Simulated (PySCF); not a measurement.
SMILES C[SiH](C)S[Si](O)(O)O (GFN2-xTB optimised geometry):

```
18

Si    -1.123     1.565     2.048
C      0.745     1.552     2.392
C     -1.833     3.317     2.180
S     -1.485     0.968     0.000
Si    -0.598    -0.968     0.000
O     -1.056    -1.661     1.391
O      1.025    -0.968     0.000
O     -1.056    -1.758    -1.343
H     -1.842     0.633     2.918
H      1.169     0.574     2.183
H      0.959     1.796     3.428
H      1.263     2.276     1.768
H     -1.693     3.708     3.183
H     -1.350     3.996     1.485
H     -2.895     3.328     1.962
H     -0.654    -2.486     1.650
H      1.485    -0.709    -0.793
H     -1.952    -1.678    -1.658
```

Calculation: PBE0/def2-SVP in PySCF.

What are the frontier orbital energies and the dipole moment?

HOMO-2 -8.61 eV, HOMO-1 -8.19 eV, HOMO -6.99 eV, LUMO 1.11 eV, LUMO+1 1.43 eV; dipole moment 0.80 D.

Meta-Löwdin charges at PBE0/def2-SVP: Si1 0.73, C2 -0.55, C3 -0.55, S4 -0.47, Si5 1.33, O6 -0.71, O7 -0.71, O8 -0.71, H9 -0.10, H10 0.13, H11 0.11, H12 0.12, H13 0.12, H14 0.12, H15 0.12, H16 0.34, H17 0.34, H18 0.34.
